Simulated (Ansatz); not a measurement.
Reaction (formal exchange of groups at a C–Cl bond): `C=C(Cl)[SiH2]C` + BH₃ → `BC(=C)[SiH2]C` + HCl

Program: Ansatz. Geometries: PBE0-D4/def2-TZVP. ΔE: electronic, gas phase. CBS: MP2 limit from def2 TZ/QZ plus the TZ coupled-cluster correction, frozen cores. This one scheme is used for every species. Each species was taken in one conformer, which may not be the lowest.

```csv
species,CCSD(T)/CBS(def2) energy (Eh)
`C=C(Cl)[SiH2]C`,-867.21796
BH₃,-26.55200
`BC(=C)[SiH2]C`,-433.41862
HCl,-460.38127
```

(1) Work out ΔE.

Largest T1 diagnostic among the species: 0.011.

## Answers

(1) ΔE = (-433.41862) + (-460.38127) − (-867.21796) − (-26.55200) = -0.02993 Eh = -78.6 kJ/mol.

At CCSD(T), def2-SVP lies −3.8 kJ/mol from the extrapolated value and def2-TZVPP −1.5 kJ/mol. From BLYP to BHLYP (50 % exact exchange), in def2-TZVPP and without D4, ΔE moves by −5.7 kJ/mol. Leaving LDA and LC-ωPBE aside and taking each functional with its dispersion term where it has one, the values, not all of them listed here, spread over 10.5 kJ/mol, from B97M-V to BLYP-D4. LDA lies −5.5 kJ/mol from PBE without D4.
